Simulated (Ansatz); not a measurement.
CH4ClFSeSi, SMILES `C[Si](F)(Cl)[SeH]`, relaxed with RKS PBE-D4/def2-SVP in Ansatz 0.2.0 from a rough embedded geometry. The force threshold is 0.03 eV/Å; the program also tests the step.

Total charge 0; spin multiplicity 1.

Start:

```xyz
9

C     0.144   -1.037   -0.592
Si    0.226    0.741   -0.074
F     1.706    0.982    0.628
Cl    0.077    2.037   -1.746
Se   -1.418    1.246    1.406
H     0.866   -1.277   -1.310
H     0.196   -1.675    0.313
H    -0.902   -1.170   -1.050
H    -0.896    0.153    2.424
```

```tsv
step	energy (eV)	largest force (eV/Å)	largest move (Å)
1	-89532.8152	2.784	0.000
2	-89532.9885	0.997	0.175
3	-89533.0450	0.276	0.063
4	-89533.0492	0.192	0.022
5 (rejected)	-89533.0454	0.495	0.046
6	-89533.0520	0.050	0.022
7	-89533.0528	0.027	0.047
```

End:

```xyz
9

C     0.118   -1.052   -0.604
Si    0.226    0.718   -0.036
F     1.722    0.956    0.587
Cl    0.004    2.014   -1.638
Se   -1.370    1.354    1.463
H     0.924   -1.264   -1.336
H     0.230   -1.745    0.254
H    -0.862   -1.238   -1.085
H    -0.992    0.257    2.395
```

Hardware: 4 threads of a server CPU on a shared host. Wall time 11 s, peak host memory 0.2 GiB.
